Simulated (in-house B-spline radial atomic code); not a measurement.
Excitations of the vanadium ion V⁵⁺ by several methods

Full response, energies in eV; labels give the largest channel, * marks a mixed state, a dash one above the method's threshold, and an imaginary frequency an unstable closed-shell reference. Computed with a B-spline radial code for spherical atoms: linear response of the closed shell [Ne] 3s2 3p6 with each method's own kernel (bare exchange for TDHF, static screening on G0W0 levels for BSE, the adiabatic kernel for functionals); non-relativistic, point nucleus, no spin-orbit coupling, no double excitations, S, P, D and F terms only. Only terms of natural parity with L up to 3 were computed.

```csv
method,3p → 3d 3P,3p → 3d 3F,3p → 3d 1F,α (bohr³)
TDHF,37.38,38.41,42.67,1.086
BSE on G0W0@HF,38.22,39.42,43.19,1.078
LDA VWN5,38.27,39.23,42.34,1.091
PBE,38.16,38.54,42.28,1.088
PBE0,38.08,38.66,42.53,1.086
B3LYP (VWN-RPA),37.98,38.54,42.13,1.089
CAM-B3LYP,?,?,?,?
LC-wPBE,38.24,38.68,42.43,1.086
wB97X,?,?,?,?
HSE06,38.11,38.67,42.54,1.086
BHandHLYP,37.80,38.54,42.36,1.087
BLYP,37.96,38.31,41.89,1.091
PBEsol,38.16,38.80,42.38,1.089
BP86,38.24,38.53,42.20,1.087
LDA exchange-only,37.68,38.81,42.33,1.098
B97-1,38.24,38.83,42.19,1.086
RPBE,38.17,38.50,42.27,1.088
OLYP,37.97,38.85,42.38,1.082
```

Task: What does CAM-B3LYP give?

Result: 3p → 3d 3P: 37.96; 3p → 3d 3F: 38.57; 3p → 3d 1F: 42.16; α: 1.09 (eV, bohr³).

Task: What does wB97X give?

Result: 3p → 3d 3P: 38.48; 3p → 3d 3F: 39.17; 3p → 3d 1F: 42.46; α: 1.083 (eV, bohr³).
